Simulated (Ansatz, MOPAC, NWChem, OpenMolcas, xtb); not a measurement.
**SiHF3 (SMILES F[SiH](F)F): the zero-point energy at each level's own minimum, rung by rung**

SiHF3, singlet, SMILES `F[SiH](F)F`. Each level relaxes the structure for itself.

Each level gives the zero-point energy at each level's own minimum (kJ/mol). The values are calculated.

```csv
level,kind,program,value (kJ/mol)
MNDOD,semi-empirical,MOPAC,48.3
PM7,semi-empirical,MOPAC,44.5
PM7-,semi-empirical,MOPAC,44.5
GFN2-xTB,semi-empirical,xtb,43.6
HF/STO-3G,Hartree–Fock,Ansatz,53.5
HF/3-21G,Hartree–Fock,OpenMolcas,51.8
HF/6-31G* (Cartesian functions),Hartree–Fock,OpenMolcas,51.4
HF/cc-pVTZ,Hartree–Fock,Ansatz,50.2
PBE/def2-SVP,GGA,NWChem,45.6
B3LYP/def2-SVP,global hybrid,NWChem,47.1
```

Harmonic and unscaled. The values span 43.6 to 53.5 kJ/mol.
